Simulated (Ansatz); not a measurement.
```xyz
5

Se    0.0812   -1.7125   -0.5692
In    0.1147    0.7578   -0.1392
H    -0.4564   -2.0133    0.7638
H    -0.4350    1.2775    1.3969
H     0.6954    1.6904   -1.4523
```

The species carries charge 0 and has multiplicity 1. In takes the def2 core potential.

Q: List the B3LYP/def2-TZVPP orbital energies in eV (the Gaussian-basis code of Ansatz). (Estimate.)

A: The calculation gave: Occupied: -12350.82, -1580.16, -1418.32, -1418.29, -1418.26, -212.46, -156.51, -156.41, -156.30, -127.53, -84.20, -83.97, -83.90, -57.29, -57.25, -57.16, -57.08, -57.07, -21.34, -21.17, -21.14, -21.07, -21.07, -18.59, -11.84, -10.34, -8.43, -7.71, -6.87. Lowest empty: -1.99, -0.79, -0.10, 0.74, 1.24, 1.91, 2.22, 2.45.

B3LYP here is the variant with VWN-RPA as its local correlation; programs differ in this.
